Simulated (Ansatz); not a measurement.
Pulling the pair apart

The pair of Cl⁻ (SMILES [Cl-], atom 1) and H2O2 (SMILES OO, atoms 2–5), both closed shells, in one local arrangement (a lower one may exist), relaxed at PBE0-D4/def2-TZVPD:

```json
{"atom": "Cl1", "x (Å)": "-0.0360", "y (Å)": "0.2181", "z (Å)": "-1.9476"}
{"atom": "O2", "x (Å)": "-0.0077", "y (Å)": "0.6054", "z (Å)": "1.0508"}
{"atom": "O3", "x (Å)": "0.0435", "y (Å)": "-0.8228", "z (Å)": "0.8899"}
{"atom": "H4", "x (Å)": "-0.0315", "y (Å)": "0.8807", "z (Å)": "0.1027"}
{"atom": "H5", "x (Å)": "0.0316", "y (Å)": "-0.8814", "z (Å)": "-0.0958"}
```

H2O2 is shifted rigidly along the line between the mean atom positions of the two fragments (negative: closer). Counterpoise interaction energies in kJ/mol. Computed with Ansatz 0.2.0 (basis: def2-TZVPPD); correlated methods freeze the cores.

```tsv
shift (Å)	r2SCAN-D4	wB97M-V	PBE-D4
-0.22	-133.0	-124.8	-132.7
-0.11	-140.3	-133.6	-140.1
0.00	-142.3	-136.7	-142.1
0.11	-140.7	-135.9	-140.6
0.26	-134.7	-130.9	-134.7
0.54	-118.5	-115.7	-118.8
1.08	-87.1	-85.3	-87.8
2.15	-48.0	-47.6	-48.9
```

What does CCSD(T) give at these shifts? (Judge from chemistry; the value comes from the calculation.)

Computed: -118.3, -127.5, -130.9, -130.4, -125.7, -111.4, -82.7, -46.5 kJ/mol. For zero shift, CCSD(T) at an estimated basis limit (MP2 extrapolated from triple and quadruple zeta, plus CCSD(T) − MP2 in triple zeta) gives -136.9 kJ/mol. These are counterpoise interaction energies, counted from the two frozen fragments.

T1 diagnostic: at most 0.012.

For scale, one of the runs: CCSD(T)/def2-TZVPPD, 165 basis functions, launched by `ansatz run in.yaml --threads 2 --pin off --events-out ev --progress --plain --max-ram 5222MiB`. The run took 12 s on 2 CPU threads of an AMD EPYC 9R45 (shared host), with 1.4 GiB of host memory at its peak.
